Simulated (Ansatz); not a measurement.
`C=C(F)I` at its PBE0-D4/def2-TZVP geometry, where that method's forces vanish. Total charge 0; spin multiplicity 1. I takes the def2 core potential.

```xyz
6

C    -0.5909    0.4697   -0.2692
C     0.4283   -0.3114    0.0280
F     1.2730   -0.7552   -0.8942
I     0.9066   -0.9854    1.9340
H    -0.7541    0.7657   -1.2986
H    -1.2630    0.8166    0.4999
```

(1) What forces (eV/Å) does ωB97M-V/def2-TZVPP give on these atoms in Ansatz 0.2.0? (Estimate.)

Results:

(1) Computed: 
```
C1   0.017 -0.006 -0.035
C2  -0.308  0.181  0.227
F3   0.201 -0.104 -0.230
I4   0.007 -0.005  0.000
H5   0.022 -0.030  0.082
H6   0.060 -0.035 -0.044
```
